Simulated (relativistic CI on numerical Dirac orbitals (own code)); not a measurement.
# Re5+ (5d2) in a crystal field

Calculated by Dirac-Coulomb-Breit CI, separate exchange-only KLI orbitals for each configuration, a model potential for QED, valence Slater integrals scaled by 0.9, one configuration in a parametric crystal field (own radial code). With so little scaling, terms lie 10 to 35 % too far apart, which can change the order of excited levels.

Field parameters in Wybourne normalisation: Oh B⁴₀ = 21Dq, B⁴₄ = √(5/14) B⁴₀. The field is a parameter set, without covalency.

S is read from ⟨S²⟩ = S(S + 1).

Levels (cm⁻¹, degeneracy): 0 (2), 1034 (3), 7364 (3), 10154 (1), 11611 (3), 13349 (1), 16827 (3), 17208 (2), 17853 (2), 19114 (3), 20947 (1), 24058 (3).

Q: Which field gives this pattern?
A. Oh, 10Dq = 33950 cm⁻¹
B. Oh, 10Dq = 25950 cm⁻¹
C. Oh, 10Dq = 10000 cm⁻¹
D. Oh, 10Dq = 18000 cm⁻¹

A: C. Oh, 10Dq = 10000 cm⁻¹, ground level with S = 0.96.
